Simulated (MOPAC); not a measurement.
MOPAC input (PM3):

```
PM3 FORCE THERMO(298,298) PRECISE LET UHF MS=0.5 GEO-OK AUX(PRECISION=9) THREADS=1
CH5BNO2

C     1.97288549 1    0.50677459 1   -0.30604234 1
N     0.82111172 1    0.38281191 1    0.50867552 1
B    -0.51593429 1   -0.12538108 1    0.09216922 1
O    -0.67308217 1   -1.47341334 1   -0.10545548 1
O    -1.68597436 1    0.60009589 1    0.02689523 1
H     2.48168729 1    1.44311704 1   -0.03741697 1
H     2.63912885 1   -0.33169166 1   -0.05110893 1
H     1.79314989 1    0.49546329 1   -1.38976675 1
H    -1.56760225 1   -1.76513661 1   -0.21051350 1
H    -1.62160051 1    1.52999837 1    0.18077678 1
```

Output:

```
 *******************************************************************************
 **                                                                           **
 **                              MOPAC v23.2.5                                **
 **                                                                           **
 *******************************************************************************
 ** MOPAC's Digital Object Identifier: https://doi.org/10.5281/zenodo.6511958 **
 **                                                                           **
 ** Please cite the open-source release paper for use of this MOPAC version:  **
 ** J. E. Moussa and J. J. P. Stewart (2026)                                  **
 ** MOPAC: An open-source semiempirical molecular orbital program             **
 ** J. Open Source Softw., 11(119), 8025, https://doi.org/10.21105/joss.08025 **
 *******************************************************************************

                              PM3 CALCULATION RESULTS

 *******************************************************************************
 *  PM3        - The PM3 Hamiltonian to be used
 *  GEO-OK     - OVERRIDE INTERATOMIC DISTANCE AND OTHER SAFETY CHECKS
 *  UHF        - UNRESTRICTED HARTREE-FOCK CALCULATION
 *  MS=        - IN MECI, MAGNETIC COMPONENT OF SPIN =  0.5
 *  LET        - OVERRIDE SOME SAFETY CHECKS
 *  PRECISE    - TIGHTER CRITERIA TO BE USED
 *  FORCE      - FORCE CALCULATION SPECIFIED
 *  AUX        - OUTPUT AUXILIARY INFORMATION
 *  THERMO     - THERMODYNAMIC QUANTITIES TO BE CALCULATED
 *******************************************************************************
PM3 FORCE THERMO(298,298) PRECISE LET UHF MS=0.5 GEO-OK AUX(PRECISION=9) THREADS=1
 CH5BNO2

   ATOM   CHEMICAL          X               Y               Z
  NUMBER   SYMBOL      (ANGSTROMS)     (ANGSTROMS)     (ANGSTROMS)

     1       C          1.97288549  *   0.50677459  *  -0.30604234  *
     2       N          0.82111172  *   0.38281191  *   0.50867552  *
     3       B         -0.51593429  *  -0.12538108  *   0.09216922  *
     4       O         -0.67308217  *  -1.47341334  *  -0.10545548  *
     5       O         -1.68597436  *   0.60009589  *   0.02689523  *
     6       H          2.48168729  *   1.44311704  *  -0.03741697  *
     7       H          2.63912885  *  -0.33169166  *  -0.05110893  *
     8       H          1.79314989  *   0.49546329  *  -1.38976675  *
     9       H         -1.56760225  *  -1.76513661  *  -0.21051350  *
    10       H         -1.62160051  *   1.52999837  *   0.18077678  *

          CARTESIAN COORDINATES

    NO.       ATOM           X           Y           Z

     1         C          1.9729      0.5068     -0.3060
     2         N          0.8211      0.3828      0.5087
     3         B         -0.5159     -0.1254      0.0922
     4         O         -0.6731     -1.4734     -0.1055
     5         O         -1.6860      0.6001      0.0269
     6         H          2.4817      1.4431     -0.0374
     7         H          2.6391     -0.3317     -0.0511
     8         H          1.7931      0.4955     -1.3898
     9         H         -1.5676     -1.7651     -0.2105
    10         H         -1.6216      1.5300      0.1808

  H: (PM3): J. J. P. STEWART, J. COMP. CHEM. 10, 209 (1989).
  B: (PM3): J. J. P. STEWART, J. MOL. MOD., 10, 155-164 (2004)
[...]

 VIBRATION         20   20A           ATOM PAIR      ENERGY CONTRIBUTION    RADIAL
 FREQUENCY          3029.88         C  1 -- H  7         +69.6% ( 86.0%)     99.0%
 TRANSITION DIPOLE   0.1785         C  1 -- H  6         +17.6% ( 43.2%)     85.5%
 TRAVEL (Ang.)       0.1996         C  1 -- H  8         +11.9% ( 35.6%)     78.1%
 REDUCED MASS        0.5586         C  1 -- N  2          +1.0% ( 10.2%)      0.4%
 EFFECTIVE MASS      1.5079
 FORCE CONSTANT      3.0211

 VIBRATION         21   21A           ATOM PAIR      ENERGY CONTRIBUTION    RADIAL
 FREQUENCY          3044.26         C  1 -- H  8         +55.6% ( 76.9%)     97.6%
 TRANSITION DIPOLE   0.0798         C  1 -- H  6         +42.2% ( 67.0%)     95.9%
 TRAVEL (Ang.)       0.2057         C  1 -- N  2          +1.1% ( 10.7%)      1.7%
 REDUCED MASS        0.5234         C  1 -- H  7          +1.1% ( 10.6%)      1.5%
 EFFECTIVE MASS      1.5304
 FORCE CONSTANT      2.8581

 VIBRATION         22   22A           ATOM PAIR      ENERGY CONTRIBUTION    RADIAL
 FREQUENCY          3112.25         C  1 -- H  6         +40.3% ( 61.3%)     98.3%
 TRANSITION DIPOLE   0.1618         C  1 -- H  8         +31.4% ( 54.0%)     97.3%
 TRAVEL (Ang.)       0.2547         C  1 -- H  7         +28.0% ( 51.1%)     96.5%
 REDUCED MASS        0.3340         C  1 -- N  2          +0.3% (  5.1%)     96.4%
 EFFECTIVE MASS      1.1247
 FORCE CONSTANT      1.9059

 VIBRATION         23   23A           ATOM PAIR      ENERGY CONTRIBUTION    RADIAL
 FREQUENCY          3887.51         O  4 -- H  9         +99.6% (100.0%)     99.9%
 TRANSITION DIPOLE   0.5645         B  3 -- O  4          +0.4% (  6.3%)     19.8%
 TRAVEL (Ang.)       0.1353
 REDUCED MASS        0.9473
 EFFECTIVE MASS      1.3852
 FORCE CONSTANT      8.4353

 VIBRATION         24   24A           ATOM PAIR      ENERGY CONTRIBUTION    RADIAL
 FREQUENCY          3910.05         O  5 -- H 10         +99.6% (100.0%)     99.9%
 TRANSITION DIPOLE   0.5249         B  3 -- O  5          +0.4% (  6.4%)     22.9%
 TRAVEL (Ang.)       0.1349
 REDUCED MASS        0.9473
 EFFECTIVE MASS      1.3871
 FORCE CONSTANT      8.5334

      SYMMETRY NUMBER FOR POINT-GROUP C1  =  1

          SYSTEM IS A GROUND STATE

 CH5BNO2

          MOLECULE IS NOT LINEAR

          THERE ARE 24 GENUINE VIBRATIONS IN THIS SYSTEM
          THIS THERMODYNAMICS CALCULATION IS LIMITED TO
          MOLECULES WHICH HAVE NO INTERNAL ROTATIONS

                    CALCULATED THERMODYNAMIC PROPERTIES
                                          *
   TEMP. (K)   PARTITION FUNCTION   H.O.F.    ENTHALPY  HEAT CAPACITY ENTROPY
                                   KCAL/MOL   CAL/MOLE    CAL/K/MOL  CAL/K/MOL

 298.00  VIB.     0.5811D+02                  2439.7294    15.6885    16.2598
         ROT.     0.9373D+05                   888.2803     2.9808    25.7307
         INT.     0.5447D+07                  3328.0097    18.6693    41.9905
         TRA.     0.6138D+27                  1480.4672     4.9680    38.8128
         TOT.                     -142.470    4808.4769    23.6373    80.8033

   *: NOTE: HEATS OF FORMATION ARE RELATIVE TO THE
            ELEMENTS IN THEIR STANDARD STATE AT 298K
              (=  Standard Enthalpy of Formation).

            Hvib:  Zero-point energy is not included.
                   frequencies of less than zero cm-1 are not included.
            Hrot = (3/2)RT
            Htra = (3/2)RT + pV = (5/2)RT

            Heat capacity is Cp, not Cv

          For more information, see: HTTP://OpenMOPAC.net/Manual/thermochemistry.html

           FORCE CONSTANT IN CARTESIAN COORDINATES (Millidynes/A)

    ATOM   CHEMICAL       X               Y               Z
   NUMBER   SYMBOL  FORCE CONSTANT  FORCE CONSTANT  FORCE CONSTANT

      1       C        9.136786        8.077412        7.532034
      2       N        8.461426        3.019752        0.811332
      3       B        5.188797        5.390096        7.927985
      4       O        5.113633        6.005193        5.071256
      5       O        2.900867        3.542042        9.714552
      6       H        0.989497        3.128066        2.329622
      7       H        0.905682        0.806201        4.626216
      8       H        1.417976        4.089556        0.993243
      9       H        4.528961        4.153172        0.565500
     10       H        0.346496        2.368587        6.529230

 **********************
 *                    *
 * JOB ENDED NORMALLY *
 *                    *
 **********************

 == MOPAC DONE ==
```
